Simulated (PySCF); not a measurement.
**Electron correlation in Zn³⁺ (zinc, charge +3)**

[Ar] 3d9, 2D determinant. All numbers are calculated (PySCF 2.14, the spin-free X2C one-electron Hamiltonian (Gaussian nucleus), in x2c-TZVPPall). Frozen: [Ne]; 17 electrons correlated.

```csv
level,correlation energy (mhartree)
CCSD,-590.56
(T),-7.44
CCSD(T),-598.00
```

Diagnostics: T1 = 0.0055, D1 = 0.0107, largest double amplitude 0.013.

Cost of the coupled-cluster step: roughly 40 core-seconds, for 17 correlated electrons.

Iterations:

```
CC2 = 0
CCSD nocc = (np.int64(9), np.int64(8)), nmo = (59, 59)
frozen orbitals [[0, 1, 2, 3, 4], [0, 1, 2, 3, 4]]
max_cycle = 100
direct = 0
conv_tol = 1e-08
conv_tol_normt = 1e-06
diis_space = 8
diis_start_cycle = 0
Init t2, MP2 energy = -0.625570991605488
Init E_corr(UCCSD) = -0.625570991606129
cycle = 1  E_corr(UCCSD) = -0.576610427424276  dE = 0.0489605642  norm(t1,t2) = 0.0565032
cycle = 2  E_corr(UCCSD) = -0.592946164302363  dE = -0.0163357369  norm(t1,t2) = 0.0175489
cycle = 3  E_corr(UCCSD) = -0.59045994367266  dE = 0.00248622063  norm(t1,t2) = 0.00731299
cycle = 4  E_corr(UCCSD) = -0.590470774038435  dE = -1.08303658e-05  norm(t1,t2) = 0.00109271
cycle = 5  E_corr(UCCSD) = -0.590587065543869  dE = -0.000116291505  norm(t1,t2) = 0.000364506
cycle = 6  E_corr(UCCSD) = -0.59056834642727  dE = 1.87191166e-05  norm(t1,t2) = 0.000140481
cycle = 7  E_corr(UCCSD) = -0.590559544729405  dE = 8.80169787e-06  norm(t1,t2) = 4.59326e-05
cycle = 8  E_corr(UCCSD) = -0.59056398059331  dE = -4.43586391e-06  norm(t1,t2) = 1.84152e-05
cycle = 9  E_corr(UCCSD) = -0.590563555923345  dE = 4.24669965e-07  norm(t1,t2) = 4.1492e-06
cycle = 10  E_corr(UCCSD) = -0.590563403944143  dE = 1.51979202e-07  norm(t1,t2) = 1.301e-06
cycle = 11  E_corr(UCCSD) = -0.590563476572979  dE = -7.26288359e-08  norm(t1,t2) = 5.06994e-07
cycle = 12  E_corr(UCCSD) = -0.590563469014212  dE = 7.5587665e-09  norm(t1,t2) = 1.9442e-07
UCCSD converged
E(UCCSD) = -1792.579242303689  E_corr = -0.5905634690142121
UCCSD(T) correction = -0.00743642401267378
```

This basis was not built for core-valence correlation, so the inner-shell part is incomplete.
